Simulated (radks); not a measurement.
Values are calculated unless marked as measured or tabulated.
Spin polarisation of the 6p2 shell in Pb. Start: [Hg] 6p(up 1, down 1); electrons of 6p are moved from spin down to spin up, other shells keep equal spins. Code: a radial shooting solver on a logarithmic mesh with Libxc functionals. Model: scalar-relativistic Kohn-Sham, r2SCAN, spin-polarised, spherical densities, finite nucleus; meta-GGA in the generalised Kohn-Sham scheme; Fermi nuclear charge, rms radius of each element as measured or else 0.836 A^(1/3) + 0.57 fm.

| moment (Bohr magnetons) | E - E(0) (eV) | e(6p up) (eV) | e(6p down) (eV) | 6s down minus up (eV) | 5d down minus up (eV) |
|---|---|---|---|---|---|
| 0 | 0.000 | -3.530 | -3.530 | 0.000 | 0.000 |
| 0.5 | -0.058 | -3.746 | -3.279 | 0.389 | 0.036 |
| 1 | -0.233 | -3.926 | -2.995 | 0.769 | 0.073 |
| 1.5 | -0.525 | -4.070 | -2.661 | 1.132 | 0.111 |
| 2 | -0.948 | -4.184 | -2.035 | 1.468 | 0.152 |

At moment 2 the spin-polarisation energy is -0.948 eV and the 6p exchange splitting 2.149 eV, that is 1.075 eV per Bohr magneton; E = -I m^2/4 would give I = 0.948 eV.
